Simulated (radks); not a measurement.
Results of a calculation; reference values are marked as such.
Zr V, configuration [Ar] 3d10 4p6 4d2 (not the ground configuration). Level of theory: Dirac Kohn-Sham, PBEsol, spin-unpolarised, spherical densities, finite nucleus; open shells fill j = l - 1/2 first; Fermi nuclear charge, rms radius 4.2694 fm (a radial shooting solver on a logarithmic mesh with Libxc functionals).

Normalised radial functions P(r) = r R(r) (large component), r in bohr:

```
   r/bohr * 4d5/2 (the largest magnitude, 0.836, reaches the edge; | marks zero)
 0.002797                             *
 0.003642                             *
 0.004743                             *
 0.006176                             *
 0.008106                             *
  0.01056                             *
  0.01374                             *
   0.0179                             *
  0.02349                             *
  0.03059                             *
  0.03983                             |*
  0.05186                             |*
  0.06808                             | *
  0.08864                             |  *
   0.1154                             |     *
   0.1503                             |       *
   0.1973                             |          *
   0.2569                             |            *
   0.3345                             |            *
   0.4356                             |        *
   0.5672                             *
   0.7444                  *          |
   0.9694        *                    |
    1.262  *                          |
    1.644   *                         |
    2.157          *                  |
    2.809                  *          |
    3.658                         *   |
    4.763                            *|
```

4d5/2 (empty): eigenvalue -43.657 eV, 1 radial node at r = 0.573 bohr, <r> = 1.64 bohr, 90 % of the charge inside 2.47 bohr.
